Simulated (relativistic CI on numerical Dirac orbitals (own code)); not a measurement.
# What each ingredient does to the levels of In6+

Base calculation: Dirac-Coulomb-Breit CI, KLI orbitals optimised for each configuration, model QED (radiative potential, 1s self-energy scaled to tabulated hydrogen-like ionisation energies), unscaled Slater integrals.

Configuration list (outside the closed core [Ar] 3d10): 4s2 4p6 4d7, 4s2 4p6 4d6 5s, 4s2 4p6 4d6 4f, 4s2 4p5 4d8, 4s2 4p6 4d6 5p, 4s2 4p6 4d6 5d, 4s2 4p4 4d9, 4s2 4p6 4d6 6s, 4s 4p6 4d8, 4s2 4p6 4d5 5s2, 4s2 4p6 4d6 6p, 4s2 4p6 4d6 5f, 4s2 4p6 4d6 6d, 4s2 4p6 4d6 5g, 4s2 4p6 4d6 6f, 4p6 4d9. Levels of other configurations are missing.

Variants: (1) P86 correlation estimate; (2) only the first 3 configurations; (3) one mean potential for all configurations. Shifts of the energy above 4s2 4p6 4d7 4F_9/2, in cm⁻¹, for the lowest level and the first level of each name with at least 55 % of one term (blank where a level changes its place among those of its configuration and J or its character, or is not in the variant):

| Level | Base | Δ(1) | Δ(2) | Δ(3) | Measured |
| --- | --- | --- | --- | --- | --- |
| 4s2 4p6 4d7 4F_9/2 | 0.0 | 0.0 | 0.0 | 0.0 | 0.0 |
| 4s2 4p6 4d7 4F_7/2 | 5517.7 | +0.3 | -13.8 | -52.7 | 5736.0 |
| 4s2 4p6 4d7 4F_5/2 | 8426.4 | +0.8 | +170.0 | -69.8 |  |
| 4s2 4p6 4d7 4F_3/2 | 10130.4 | +1.1 | +321.4 | -76.9 | 10382.0 |
| 4s2 4p6 4d7 4P_5/2 | 20180.6 | +7.4 | +1975.9 | -47.8 | 18509.0 |
| 4s2 4p6 4d7 2G_9/2 | 22912.5 | -1.2 | +151.4 | -51.1 | 20666.0 |
| 4s2 4p6 4d7 4P_1/2 | 23035.2 | +6.8 | +2367.2 | -72.2 | 21571.0 |
| 4s2 4p6 4d7 2G_7/2 | 27912.2 | -0.6 | +446.5 | -94.9 | 26023.0 |
| 4s2 4p6 4d7 2D_5/2 | 30767.2 | +5.2 | +3521.9 | -100.2 | 30441.0 |
| 4s2 4p6 4d7 2H_11/2 | 31952.0 | -2.5 | -1115.9 | -67.1 | 27662.0 |
| 4s2 4p6 4d7 2P_1/2 | 32320.9 | +5.0 | +3978.3 | -140.5 |  |
| 4s2 4p6 4d7 2H_9/2 | 37457.7 | -2.0 | -868.5 | -125.0 | 33744.0 |
| 4s2 4p6 4d7 2D_3/2 | 40012.0 | +5.1 | +3434.3 | -181.1 | 39221.0 |
| 4s2 4p6 4d7 2F_5/2 | 47154.2 | +6.1 | +2331.6 | -77.2 | 41865.0 |
| 4s2 4p6 4d7 2F_7/2 | 50170.6 | +5.8 | +2232.0 | -112.5 | 45079.0 |
| 4s2 4p6 4d6 5s 6D_9/2 | 246362.6 | +6464.7 | -1130.0 | -9.4 |  |
| 4s2 4p6 4d6 5s 6D_7/2 | 249735.8 | +6464.8 | -1122.0 | +32.8 |  |
| 4s2 4p6 4d6 5s 6D_5/2 | 251693.4 | +6464.8 | -1120.4 | +42.4 |  |
| 4s2 4p6 4d6 5s 6D_3/2 | 253064.5 | +6464.8 | -1120.3 | +54.5 |  |
| 4s2 4p6 4d6 5s 6D_1/2 | 253879.9 | +6464.8 | -1121.5 | +61.9 |  |
| 4s2 4p6 4d6 5s 4D_7/2 | 264190.4 | +6466.0 | -902.3 | +334.1 |  |
| 4s2 4p6 4d6 5s 4D_5/2 | 267810.7 | +6466.0 | -907.0 | +356.5 |  |

At this charge configurations can still be misplaced by up to about 7 % of their energy. Terms inside the open d or f shell come out 10 to 20 % too wide with unscaled integrals. 22 of the 69 excited levels that our extract of the measured tables holds in this range could be paired (the sources list more); they are missed by 1750 cm⁻¹ on average and 5289 at most, and levels without a partner can miss by more. Some levels of the ground configuration have no partner and can miss by 10 % or more.

Measured levels: measured levels as listed in Gamrath, thesis, University of Mons (2023).

Ionisation energy from the two ground configurations alone: base 109.814 eV; P86 correlation estimate 111.35 eV. The NIST ASD value (theoretical) is 109 eV.

LS names give the leading component of a level, which can be under half, so a name can repeat, a term be missing and a line seem to break the LS rules.
